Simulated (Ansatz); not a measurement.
Computed with Ansatz on PBE0-D4/def2-TZVP structures; ΔE is electronic, products minus reactants. CCSD(T)/CBS is the MP2 limit (def2-TZVPP, def2-QZVPP) plus CCSD(T) − MP2 in def2-TZVPP, frozen cores. This one scheme is used for every species. DFT in def2-TZVPP. Each species was taken in one conformer, which may not be the lowest.

Consider the cleavage of the Si–Si bond: `BO[SiH2][SiH2]O` + H₂S → `BO[SiH2]S` + `O[SiH3]`.

```
          species  PBE0 energy (Eh)
`BO[SiH2][SiH2]O`        -758.24399
              H₂S        -399.26243
      `BO[SiH2]S`        -790.54454
        `O[SiH3]`        -366.98944
```

(1) Work out ΔE.

(2) What do rigid-rotor, harmonic-oscillator terms from PBE0-D4/def2-TZVP frequencies (298.15 K, 1 bar) make of the CCSD(T)/CBS value? (Estimate.)

Largest T1 diagnostic among the species: 0.013.

Results:

(1) ΔE = (-790.54454) + (-366.98944) − (-758.24399) − (-399.26243) = -0.02756 Eh = -17.3 kcal/mol. CCSD(T)/CBS gives -18.8 kcal/mol.

(2) Ansatz gave: ΔZPE = +1.2 kcal/mol, ΔH = -18.4 kcal/mol, ΔS = 3 J/(mol·K), ΔG = -18.6 kcal/mol. Modes under 50 cm⁻¹ make the entropy rough.

From BLYP to BHLYP (50 % exact exchange), in def2-TZVPP and without D4, ΔE moves by −2.0 kcal/mol. Leaving LDA and LC-ωPBE aside and taking each functional with its dispersion term where it has one, the values, not all of them listed here, spread over 3.6 kcal/mol, from ωB97M-V to PBE-D4.
